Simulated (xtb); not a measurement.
xtb input (GFN2-xTB):

```bash
xtb mol.xyz --gfn 2 --ohess tight --chrg 1 --uhf 0
```
mol.xyz:
```
3

Sc     0.03808184     0.02157155    -0.00352834
I     -0.19932676     2.11009025    -1.73868813
I      0.23625120    -2.10899818     1.71110124
```

Output:

```
           -------------------------------------------------
          |                Calculation Setup                |
           -------------------------------------------------

           -------------------------------------------------
          |                 G F N 2 - x T B                 |
           -------------------------------------------------

        Reference                      10.1021/acs.jctc.8b01176
      * Hamiltonian:
        H0-scaling (s, p, d)           1.850000    2.230000    2.230000
        zeta-weighting                 0.500000
      * Dispersion:
        s8                             2.700000
        a1                             0.520000
        a2                             5.000000
        s9                             5.000000
      * Repulsion:
        kExp                           1.500000    1.000000
        rExp                           1.000000
      * Coulomb:
        alpha                          2.000000
        third order                    shell-resolved
        anisotropic                    true
        a3                             3.000000
        a5                             4.000000
        cn-shift                       1.200000
        cn-exp                         4.000000
        max-rad                        5.000000

          ...................................................
          :                      SETUP                      :
          :.................................................:
          :  # basis functions                  30          :
          :  # atomic orbitals                  27          :
          :  # shells                            9          :
          :  # electrons                        16          :
          :  max. iterations                   250          :
          :  Hamiltonian                  GFN2-xTB          :
          :  restarted?                      false          :
          :  GBSA solvation                  false          :
          :  PC potential                    false          :
          :  electronic temp.          300.0000000     K    :
          :  accuracy                    1.0000000          :
          :  -> integral cutoff          0.2500000E+02      :
          :  -> integral neglect         0.1000000E-07      :
          :  -> SCF convergence          0.1000000E-05 Eh   :
          :  -> wf. convergence          0.1000000E-03 e    :
          :  Broyden damping             0.4000000          :
          :  net charge                          1          :
          :  unpaired electrons                  0          :
          ...................................................

 iter      E             dE          RMSdq      gap      omega  full diag
   1     -0.8838738 -0.883874E+00  0.559E+01    0.01       0.0  T
   2     -6.7709321 -0.588706E+01  0.453E+01   11.55       1.0  T
   3     -7.3776062 -0.606674E+00  0.184E+01    9.94       1.0  T
   4     -7.6266470 -0.249041E+00  0.175E+01    9.03       1.0  T
   5     -7.5762352  0.504118E-01  0.166E+01    9.43       1.0  T
   6     -7.8601901 -0.283955E+00  0.138E+01    8.25       1.0  T
[...]
     2  53 I    1.484 --     1 Sc   1.484
     3  53 I    1.484 --     1 Sc   1.484
 ---------------------------------------------------------------------------

Topologies differ in total number of bonds
Writing topology from bond orders to xtbtopo.mol

molecular dipole:
                 x           y           z       tot (Debye)
 q only:        0.047       0.014      -0.020
   full:        0.046       0.014      -0.020       0.133
molecular quadrupole (traceless):
                xx          xy          yy          xz          yz          zz
 q only:       -3.051      -0.574       2.446       0.469      -4.547       0.605
  q+dip:        7.991       1.505      -6.405      -1.231      11.897      -1.587
   full:       12.626       2.377     -10.120      -1.945      18.800      -2.507

           -------------------------------------------------
          |                Geometry Summary                 |
           -------------------------------------------------

      molecular mass/u    :      298.7648521
   center of mass at/Å    :        0.0250695       0.0076092      -0.0103247
  moments of inertia/u·Å² :        0.1110178E-04   0.1943990E+04   0.1943990E+04
rotational constants/cm⁻¹ :        0.1518463E+07   0.8671664E-02   0.8671664E-02

           -------------------------------------------------
          |               Frequency Printout                |
           -------------------------------------------------
 vibrational frequencies (cm⁻¹)
eigval :        0.00     0.00     0.00     0.00     0.00    86.47
eigval :       86.48   132.91   354.97
 reduced masses (amu)
   1:126.90   2:126.90   3:114.53   4:114.58   5:114.57   6: 57.28   7: 57.33   8:126.90
   9: 57.29
 IR intensities (km·mol⁻¹)
   1:  0.00   2:  0.00   3:  3.28   4:  3.26   5:  3.25   6: 55.12   7: 55.15   8:  0.00
   9: 79.23
 Raman intensities (Ä⁴*amu⁻¹)
   1:  0.00   2:  0.00   3:  0.00   4:  0.00   5:  0.00   6:  0.00   7:  0.00   8:  0.00
   9:  0.00
 output can be read by thermo (or use thermo option).
 writing <g98.out> molden fake output.
 recommended (thermochemical) frequency scaling factor: 1.0
           -------------------------------------------------
          |             Thermodynamic Functions             |
           -------------------------------------------------

din symmetry found (for desy threshold:  0.10E+00) used in thermo

          ...................................................
          :                      SETUP                      :
          :.................................................:
          :  # frequencies                           4      :
          :  # imaginary freq.                       0      :
          :  linear?                              true      :
          :  only rotor calc.                    false      :
          :  symmetry                              din      :
          :  rotational number                       2      :
          :  scaling factor                  1.0000000      :
          :  rotor cutoff                   50.0000000 cm⁻¹ :
          :  imag. cutoff                  -20.0000000 cm⁻¹ :
          :.................................................:

    mode    ω/cm⁻¹     T·S(HO)/kcal·mol⁻¹    T·S(FR)/kcal·mol⁻¹   T·S(vib)
   ------------------------------------------------------------------------
       1     86.47    -1.11460 ( 89.94%)    -0.89423 ( 10.06%)    -1.09244
       2     86.48    -1.11451 ( 89.95%)    -0.89419 ( 10.05%)    -1.09237
       3    132.91    -0.86566 ( 98.04%)    -0.76689 (  1.96%)    -0.86372
   ------------------------------------------------------------------------

   temp. (K)  partition function   enthalpy   heat capacity  entropy
                                   cal/mol     cal/K/mol   cal/K/mol   J/K/mol
Note: The following floating-point exceptions are signalling: IEEE_DENORMAL
normal termination of xtb
 298.15  VIB   22.1                 1600.841      7.190     11.369
         ROT  0.119E+05              592.502      1.987     20.644
         INT  0.264E+06             2193.343      9.178     32.014
         TR   0.500E+28             1481.254      4.968     42.961
         TOT                        3674.5968    14.1459    74.9746   313.6939

       T/K    H(0)-H(T)+PV         H(T)/Eh          T*S/Eh         G(T)/Eh
   ------------------------------------------------------------------------
    298.15    0.585584E-02    0.736135E-02    0.356229E-01   -0.282615E-01
   ------------------------------------------------------------------------

         :::::::::::::::::::::::::::::::::::::::::::::::::::::
         ::                  THERMODYNAMIC                  ::
         :::::::::::::::::::::::::::::::::::::::::::::::::::::
         :: total free energy          -8.343858074304 Eh   ::
         ::.................................................::
         :: total energy               -8.315596547337 Eh   ::
         :: zero point energy           0.001505503623 Eh   ::
         :: G(RRHO) w/o ZPVE           -0.029767030590 Eh   ::
         :: G(RRHO) contrib.           -0.028261526967 Eh   ::
         :::::::::::::::::::::::::::::::::::::::::::::::::::::

optimized geometry written to: xtbopt.xyz

           -------------------------------------------------
          | TOTAL ENERGY               -8.315596547337 Eh   |
          | TOTAL ENTHALPY             -8.308235200930 Eh   |
          | TOTAL FREE ENERGY          -8.343858074304 Eh   |
          | GRADIENT NORM               0.000023123635 Eh/α |
          | HOMO-LUMO GAP               1.791939790393 eV   |
           -------------------------------------------------

------------------------------------------------------------------------
------------------------------------------------------------------------
 total:
 SCF:
 ANC optimizer:
 analytical hessian:
```

The spin state was set by rule; other spins were not relaxed.
